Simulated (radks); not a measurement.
All-electron atom: Fe I in [Ne] 3s2 3p5 3d6 4s2 5s1 (not the ground configuration).

Method: Dirac Kohn-Sham, LDA (Slater exchange, Perdew-Wang correlation), spin-unpolarised, spherical densities, point nucleus; open shells are shared between the two j in proportion to 2j + 1; computed with a radial shooting solver on a logarithmic mesh with Libxc functionals.

Energy parts (eV):
part                      energy
total                 -34499.482
kinetic                34963.561
electron-nucleus      -82354.573
Hartree                14325.496
exchange-correlation   -1433.965

Orbitals (lengths in bohr, moments of r in powers of bohr; <r^-3> diverges for s and p1/2; r(max) is where P^2 peaks):
| orbital | occ. | eigenvalue (eV) | <r^-3> | <r^4> | r(max) |
|---|---|---|---|---|---|
| 1s1/2 | 2 | -6998.309 | - | 0.00005462 | 0.03833 |
| 2s1/2 | 2 | -831.6677 | - | 0.01244 | 0.2228 |
| 2p1/2 | 2 | -720.4327 | - | 0.009203 | 0.1780 |
| 2p3/2 | 4 | -707.9563 | 469.3 | 0.009611 | 0.1805 |
| 3s1/2 | 2 | -105.6835 | - | 0.9044 | 0.6988 |
| 3p1/2 | 1.66667 | -72.9649 | - | 1.202 | 0.7039 |
| 3p3/2 | 3.33333 | -71.3677 | 60.47 | 1.255 | 0.7111 |
| 3d3/2 | 2.4 | -18.7737 | 5.670 | 4.355 | 0.6894 |
| 3d5/2 | 3.6 | -18.5983 | 5.571 | 4.434 | 0.6918 |
| 4s1/2 | 2 | -10.5844 | - | 93.30 | 2.172 |
| 5s1/2 | 1 | -1.6061 | - | 6780 | 6.934 |

The highest occupied level is 5s1/2 at -1.606 eV. The density falls to 0.001 e/bohr^3 at r = 4.18 bohr. Summed over all electrons, <r^2> = 97.09 bohr^2, which gives a Langevin (diamagnetic) susceptibility term of -76.9 x 10^-6 cm^3/mol.
